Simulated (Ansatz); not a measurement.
Z-matrix (Å, degrees):
```
Si
C 1 1.917
F 1 1.600 2 109.7
H 1 1.480 2 108.6 3 -119.1
H 1 1.480 2 108.7 3 119.2
O 2 1.206 1 117.9 3 -180.0
H 2 1.115 1 122.0 3 -0.0
```

Charge 0, multiplicity 1.

(1) List the PBE0/def2-TZVPP orbital energies in eV (Ansatz). (Estimate.)

Results:

(1) The calculation gave: Occupied: -1803.92, -674.17, -523.43, -280.89, -146.17, -100.89, -100.80, -100.79, -33.55, -30.03, -17.89, -15.82, -13.92, -13.15, -13.10, -12.88, -11.81, -11.49, -10.01, -7.41. Lowest empty: -1.98, -0.15, 0.92, 1.70, 2.79, 3.08, 3.81, 4.20.
